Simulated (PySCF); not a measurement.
**Telling isomers of C4H13NSi2 apart by NMR**

All values are calculated (PySCF 2.14.0 with density-fitted response routines): σ from GIAO-PBE0/pcSseg-1, geometry from GFN2-xTB. Rapidly exchanging positions averaged, non-relativistic, no solvent, single conformer.

Referencing at the same level of theory: $^{1}$H (σref 31.72) and $^{13}$C (σref 186.93) against TMS. Where no couplings were computed, multiplicities follow the n + 1 count of equivalent neighbours, and m marks all less simple cases (inequivalent or close neighbours, rings, F or P nearby). Shifts are as computed. Against solution values, carbons near 30 ppm lie about +3 ppm off and those near 130 ppm about +5 ppm. Of 1309 compounds with measured shifts, 239 miss one by over three times the rms of a fit or turn the order of signals round; such compounds aren't used in these exercises. OH and NH positions are gas-phase values without hydrogen bonding to other molecules.

(1) Tabulate the signals of `CN(C)/C([SiH3])=C\[SiH3]`, `C=C(C)[Si@@](C)(N)[SiH3]` and their relative energies.

(2) What is the quickest way to tell CN(C)/C([SiH3])=C\[SiH3] from C=C(C)[Si@@](C)(N)[SiH3]?

## Answers

(1) 
```json
{"SMILES": "CN(C)/C([SiH3])=C\\[SiH3]", "carbon types": "1×C 1×CH 2×CH3", "δC": "175.3, 115.3, 45.8", "δH": "5.22 (q, 1H), 4.23 (s, 3H), 4.16 (d, 3H), 2.84 (s, 6H)", "E rel. (kcal/mol)": "45.0"}
{"SMILES": "C=C(C)[Si@@](C)(N)[SiH3]", "carbon types": "1×C 1×CH2 2×CH3", "δC": "159.1, 134.3, 25.0, 1.1", "δH": "5.98 (br s, 1H), 5.56 (br s, 1H), 3.27 (s, 3H), 2.15 (s, 3H), 0.33 (s, 3H), -0.03 (br s, 2H)", "E rel. (kcal/mol)": "0.0"}
```

Energies are electronic energies at PBE0/pcSseg-1 on these geometries, without zero-point or thermal terms, each for the one conformer computed, which needn't be the lowest.

(2) Count the carbon signals: 3 against 4. The first has a β carbon of an enol-ether or enamine type C=C (CH) at 115.3 ppm, the second a terminal =CH2 carbon at 134.3 ppm. Their most deshielded carbons lie at 175.3 and 159.1 ppm. In the proton spectra the most deshielded non-exchanging signals are 5.22 (q, 1H) and 5.98 (br s, 1H).
